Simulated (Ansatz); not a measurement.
`[InH2][B]1CN1`, relaxed with RKS PBE0-D4/def2-TZVP in Ansatz from a GFN2-xTB geometry. The force threshold is 0.005 eV/Å; the program also tests the step.

Charge 0, multiplicity 1. In: def2 effective core potential.

Start:

```xyz
9

In    1.870    0.401   -1.004
B    -0.077   -0.004    0.031
C    -1.479    0.288    0.659
N    -0.789   -0.994    0.597
H     2.737    1.922   -0.992
H     2.766   -0.788   -1.937
H    -1.603    0.711    1.654
H    -2.385    0.369    0.062
H    -1.041   -1.905    0.930
```

Question: By how much does the energy fall, and how many steps does the optimiser take? (An estimate is asked.)

Answer: The calculation gave: 10.79 kJ/mol, in 13 steps.

Question: Which bonds change most? (Best estimate.)

Answer: Computed: In1–H6 from 1.757 to 1.729 Å; In1–B2 from 2.241 to 2.215 Å; In1–H5 from 1.752 to 1.729 Å; B2–C3 from 1.564 to 1.586 Å.

Question: Give the relaxed structure. (An estimate is asked.)

Answer: Ansatz gave: 
```xyz
9

In    1.871    0.370   -1.000
B    -0.010   -0.097    0.072
C    -1.520    0.202    0.455
N    -0.694   -0.899    0.911
H     3.081    1.401   -0.318
H     2.190   -0.222   -2.593
H    -1.771    0.970    1.185
H    -2.330   -0.038   -0.233
H    -0.818   -1.685    1.521
```
